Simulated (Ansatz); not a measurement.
A series at Si: from `F[Si](Cl)(Cl)[SiH2]Cl`, ligands are replaced one by one, each step taking up H₂ and setting free HCl; n counts the steps. Ansatz, PBE0-D4/def2-TZVP geometries. Each molecule was computed in one conformer, which needn't be the lowest.

CBS adds triple-zeta CCSD(T) − MP2 to the MP2 limit, frozen cores; atoms without spin–orbit coupling. 

| n | molecule | atomization energy, CCSD(T)/CBS (kJ/mol) |
| --- | --- | --- |
| 0 | `F[Si](Cl)(Cl)[SiH2]Cl` | 2688.2 |
| 1 | `F[SiH](Cl)[SiH2]Cl` | 2613.3 |
| 2 | `F[SiH2][SiH2]Cl` | 2538.1 |
| 3 | `F[SiH2][SiH3]` | ? |

Problem. By hand: fit a straight line y = ȳ + b (n − n̄) to the 3 given rows and predict n = 3.

Solution. n̄ = 1.000, ȳ = 2613.20; Σ(n − n̄)(y − ȳ) = -150.10, Σ(n − n̄)² = 2.000, so b = -75.05 kJ/mol a step. Prediction: 2613.20 + (-75.05) × (2.000) = 2463.1 kJ/mol.

Problem. By hand: compare with the computed value, 2478.3 kJ/mol, and give the steps along the whole series.

Solution. The line misses by 15.2 kJ/mol (computed minus predicted). Steps: -74.9, -75.2, -59.8 kJ/mol.

The steps differ by up to 15.4 kJ/mol without a steady trend. The miss is 7.2 % of the series' range. The energies themselves are unsure by some kJ/mol a bond, though much of that is common to the series.
